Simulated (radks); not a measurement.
Task: Calculated with a radial shooting solver on a logarithmic mesh with Libxc functionals: non-relativistic Kohn-Sham, PBE, spin-polarised, spherical densities, point nucleus; open shells are filled with parallel spins first. Each species is in its NIST ground configuration. Rank O3+, B3+, Ne3+, C3+, F3+, N3+ by mean radius of the outermost orbital (bohr), largest first.

Result: C3+ 1.27, N3+ 1.11, O3+ 0.984, F3+ 0.888, Ne3+ 0.810, B3+ 0.327.
